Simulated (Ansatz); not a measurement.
## A ladder of methods for C2F5 (SMILES F[C](F)C(F)(F)F)

C2F5: 7 atoms, total charge 0, spin state doublet. As SMILES, `F[C](F)C(F)(F)F`. Geometry: optimised at wB97X-V/def2-SVP.

```xyz
7

F     1.5639   -0.8445    0.5059
C     0.3225   -0.4666    0.7277
F    -0.4699   -1.4825    0.9980
C    -0.2282    0.4822   -0.3180
F     0.5805    1.5301   -0.4455
F    -1.4387    0.8973    0.0439
F    -0.3301   -0.1161   -1.5120
```

Each level gives the dissociation energy of the C4–C2 bond into doublet CF3 and singlet CF2 (shapes relaxed at wB97X-V/def2-SVP, no zero-point term) (eV). The values are calculated.

```
             level                    kind  program  value (eV)  CPU time (all runs)
   USVWN5/def2-SVP                     LDA   Ansatz        3.46                1.1 s
    UBLYP/def2-SVP                     GGA   Ansatz        2.52                2.2 s
     UPBE/def2-SVP                     GGA   Ansatz        2.82                2.6 s
 U-r2SCAN/def2-SVP                meta-GGA   Ansatz        2.94                  5 s
 UPBE0-D4/def2-SVP           global hybrid   Ansatz        2.99                3.1 s
U-wB97M-V/def2-SVP  range-separated hybrid   Ansatz        2.84                 12 s
  RPA@PBE/def2-SVP                     RPA   Ansatz        2.38                3.5 s
     UMP2/def2-SVP     perturbation theory   Ansatz        2.75                1.4 s
```

The values span 2.38 to 3.46 eV. A fragment with an even electron count was run as a singlet and may have a lower triplet. Measured bond enthalpies also hold zero-point and thermal terms, a few tenths of an eV less. CPU times are rough (shared hosts, several kinds of processor): they show what a rung costs within a factor of a few.
